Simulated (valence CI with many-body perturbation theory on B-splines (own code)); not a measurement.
## W LIV: calculated level list

Calculated by relativistic CI+MBPT: three valence electrons over a frozen Dirac-Fock core [Ar], radial functions for each j: 7 s, 7 p, 8 d, 6 f, 4 g, 1 h, with the one-electron correlation potential Σ1, the two-electron term Σ2, the three-electron term Σ3, Breit, model QED; selected CI, second order for the rest, scaled by the run's own slope (own B-spline code, finite nucleus).

No measured spectrum was set against this ion. As an estimate, large intervals hold to a few tenths of a per cent, small ones and those within an open d or f shell to about a per cent. The list stops below the first excitations out of the core. Only levels of the ground parity were solved; by the run's estimate the other parity begins above the list, which can be wrong where configurations are misplaced.

Levels 1 to 17 of 17, with energies above the lowest level, (3d3/2^3) J=3/2. "Leading %" is the weight of the configuration and term that name the level; weights of strongly mixed levels are sums over their largest components and can fall short, so below about 35 % the name and the second component can differ from the true leading terms, or belong to a minority configuration. In the jj column 3d3/2^4 stands for four electrons in 3d with j = 3/2.

| No. | Configuration | Term | J | E (cm⁻¹) | Leading % | Second component | g | Leading jj |
| --- | --- | --- | --- | --- | --- | --- | --- | --- |
| 1 | 3d3 | 4F | 3/2 | 0 | 44 | 40 % 3d3 2D | 0.720 | 3d3/2^3 (99 %) |
| 2 | 3d3 | 4F | 5/2 | 529170 | 82 | 16 % 3d3 2D | 1.051 | 3d3/2^2 3d5/2 (99 %) |
| 3 | 3d3 | 4P | 3/2 | 580110 | 38 | 32 % 3d3 4F | 1.166 | 3d3/2^2 3d5/2 (99 %) |
| 4 | 3d3 | 2H | 9/2 | 609570 | 46 | 42 % 3d3 2G | 1.032 | 3d3/2^2 3d5/2 (99 %) |
| 5 | 3d3 | 2G | 7/2 | 610510 | 50 | 31 % 3d3 4F | 1.035 | 3d3/2^2 3d5/2 (98 %) |
| 6 | 3d3 | 4P | 1/2 | 623360 | 57 | 43 % 3d3 2P | 1.802 | 3d3/2^2 3d5/2 (100 %) |
| 7 | 3d3 | 2D | 5/2 | 812220 | 44 | 32 % 3d3 4P | 1.236 | 3d3/2^2 3d5/2 (96 %) |
| 8 | 3d3 | 4F | 7/2 | 1128700 | 67 | 31 % 3d3 2G | 1.116 | 3d3/2 3d5/2^2 (99 %) |
| 9 | 3d3 | 4F | 9/2 | 1165800 | 50 | 41 % 3d3 2H | 1.128 | 3d3/2 3d5/2^2 (98 %) |
| 10 | 3d3 | 4P | 3/2 | 1208200 | 40 | 38 % 3d3 2D | 1.105 | 3d3/2 3d5/2^2 (100 %) |
| 11 | 3d3 | 2P | 1/2 | 1231900 | 57 | 43 % 3d3 4P | 1.513 | 3d3/2 3d5/2^2 (100 %) |
| 12 | 3d3 | 2H | 11/2 | 1242500 | 100 |  | 1.079 | 3d3/2 3d5/2^2 (100 %) |
| 13 | 3d3 | 2D | 5/2 | 1244700 | 41 | 38 % 3d3 4P | 1.289 | 3d3/2 3d5/2^2 (96 %) |
| 14 | 3d3 | 2F | 5/2 | 1315600 | 44 | 39 % 3d3 2D | 1.092 | 3d3/2 3d5/2^2 (98 %) |
| 15 | 3d3 | 2F | 7/2 | 1319200 | 79 | 19 % 3d3 2G | 1.084 | 3d3/2 3d5/2^2 (99 %) |
| 16 | 3d3 | 2D | 3/2 | 1481900 | 79 | 16 % 3d3 2P | 0.884 | 3d3/2 3d5/2^2 (96 %) |
| 17 | 3d3 | 2G | 9/2 | 1764900 | 50 | 38 % 3d3 4F | 1.159 | 3d5/2^3 (99 %) |

The ionisation energy to 3d2 3F_2 of the next ion comes out as 5056.6 eV (NIST: 5063 ± 4 eV (semi-empirical)). All 17 levels together are meant to be complete up to 1870400 cm⁻¹.
